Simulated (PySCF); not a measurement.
All values below come from PBE-D3(BJ)/def2-TZVP // B3LYP-D3(BJ)/def2-TZVP in PySCF. All species are isolated molecules in the gas phase. One relaxed conformer stands for a flexible species; it need not be the lowest. 

Reference species (SMILES): `[SH][GaH][SH]` (H–S–Ga–S torsion 0°, S–Ga–S–H torsion 0°) (neutral, multiplicity 1).

The LUMO is -1.97 eV.

Changed species: `[GaH3]` (3 of 3 SH replaced by H; the reference has 1 of 3 SH replaced by H).

Question: Give the shifts of the LUMO.

Answer: the LUMO falls by 0.68 eV, to -2.65 eV.
